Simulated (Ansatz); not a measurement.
# Which method gave which barrier?

Saddle point of AlNH$_{4}$F$_{2}$, closed shell (AlNH₂F₂ ([NH2][Al]([F])[F]) + H₂ → AlHF₂ ([F][AlH][F]) + NH₃ (still joined by a long Al–N bond); bonds formed: Al1–H6, N2–H5; bonds broken: H5–H6; bonds weakened to dative contacts: Al1–N2), PBE0-D4/def2-TZVP structure:

| atom | x (Å) | y (Å) | z (Å) |
| --- | --- | --- | --- |
| Al1 | -0.1396 | -0.8674 | 0.0760 |
| N2 | 0.5752 | 0.8160 | -0.2546 |
| F3 | -0.6333 | -1.6965 | -1.2554 |
| F4 | 0.4645 | -1.6392 | 1.3962 |
| H5 | -0.7324 | 0.7885 | 0.2847 |
| H6 | -1.4756 | 0.1862 | 0.6038 |
| H7 | 0.6561 | 1.1895 | -1.1910 |
| H8 | 1.2850 | 1.2230 | 0.3403 |

Ansatz 0.2.0; basis: def2-TZVPP, with def2-QZVPP for the basis limit; cores frozen in the correlated methods. Extrapolation: Hartree–Fock as exp(−7.88 √X), correlation as X^−2.97. Four methods, as single points on the PBE0-D4 structures, gave these electronic barriers from the start structure: 15.93, 17.75, 20.76, 28.23 kcal/mol.

Question: The methods were, in alphabetical order, BLYP-D4, CCSD(T), HF, r2SCAN-D4. Which gave which? (Judge from chemistry; the calculation decides.)

Answer: By the calculation: r2SCAN-D4 15.93; BLYP-D4 17.75; CCSD(T) 20.76; HF 28.23 kcal/mol. For comparison, CCSD(T) at an estimated basis limit (MP2 extrapolated from triple and quadruple zeta, plus CCSD(T) − MP2 in triple zeta) gives 20.96 kcal/mol.

The T1 diagnostic stays at or below 0.013.

Labels in which every atom is bracketed show which atoms are joined, not bond orders.

For scale, one of the runs: CCSD(T)/def2-TZVPP, 191 basis functions, launched by `ansatz run in.yaml --threads 2 --pin off --events-out ev --progress --plain --max-ram 4352MiB`. Hardware: 2 CPU threads of an Intel Xeon Platinum 8488C, shared host. Wall time 77 s; peak host memory 2.2 GiB.
